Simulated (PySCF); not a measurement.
Name the molecule from its bond curve

A diatomic of charge +1 contains As. Its quartet curve at BHandHLYP in a double-zeta basis (spin-free X2C with a Gaussian nucleus, PySCF), in eV from the separated fragments:

| R (Å) | E (eV) |
| --- | --- |
| 1.692 | -1.631 |
| 1.770 | -2.101 |
| 1.849 | -2.350 |
| 1.908 | -2.435 |
| 1.967 | -2.458 |
| 2.026 | -2.437 |
| 2.105 | -2.365 |
| 2.203 | -2.237 |
| 2.321 | -2.066 |
| 2.478 | -1.843 |

The fit gives ωe = 599 cm⁻¹ and the rotational constant Bₑ = 0.4549 cm⁻¹.

Which atom is the partner?

The minimum lies at 1.965 Å, so the reduced mass is 16.8576 u Å² cm⁻¹/(Bₑ·Re²) = 9.597 u. With As at 74.92 u the partner weighs about 11.0 u: B. The molecule is BAs⁺.

Spin–orbit coupling is left out. The state is the lowest determinant that a PBE0 search found; another state may lie lower at other levels.
